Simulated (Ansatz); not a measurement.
Ansatz (a program for electronic structure) input file for Mn(OH)3 (H3MnO3), SMILES [OH][Mn]([OH])[OH] (connectivity only; charge and spin as stated), neutral, multiplicity 5, PBE/def2-SVPD. Geometry: PBE0-D3(BJ)/def2-SVP. The multiplicity is an assumed one; other spin states were not compared. One conformer was computed; it need not be the lowest.

Ansatz 0.2 input:
```yaml
crystal:
  periodic: [false, false, false]
  atoms:
    - {symbol: Mn, position_ang: [0.11164505, 0.09323836, 0.01444033]}
    - {symbol: O, position_ang: [-1.11597530, -1.18791613, -0.06066340]}
    - {symbol: H, position_ang: [-1.92687099, -0.88730547, -0.48957655]}
    - {symbol: O, position_ang: [-0.51502147, 1.48938564, -0.88819090]}
    - {symbol: H, position_ang: [-1.11703967, 1.56916788, -1.63162027]}
    - {symbol: O, position_ang: [1.46476590, -0.51329909, 0.98233140]}
    - {symbol: H, position_ang: [1.58263135, -1.31818480, 1.49237174]}
basis:
  gaussian:
    orbitals: def2-SVPD
hamiltonian:
  xc: {name: PBE}
magnetization: {spin_polarized: true, initial_magnetization: 4}
```

Output:

```
WARN ansatz: RAYON_NUM_THREADS=1 ignored (pool sized by the plan → 1); use --threads N
Functional definition: PBE
integrals: 0.06 GiB planned
1162 factors; their error is unknown
mean field: 0.51 GiB planned
mean field evaluation 1: about -37473.5833 eV, gradient 7.2e1 eV
mean field evaluation 2: about -37159.7701 eV, gradient 2.8e2 eV
mean field evaluation 4: about -37479.2798 eV, gradient 6.3e1 eV
mean field evaluation 8: about -37486.4724 eV, gradient 4.1e1 eV
mean field evaluation 16: about -37491.9793 eV, gradient 1.5e-5 eV
mean field -37491.97929454 eV, -1377.8048260979 hartree, gradient 1.5e-5 eV, S^2 6.033279; 1 other end points of the search recorded, 0 dependent functions left out
reference -37491.97934845 eV, -1377.8048280793 hartree; 28, 24 occupied and 99, 103 virtual orbitals, 1162 factors
Total energy: -37491.97934845 eV, -1377.8048280793 hartree
```

The calculation finished and met its thresholds.
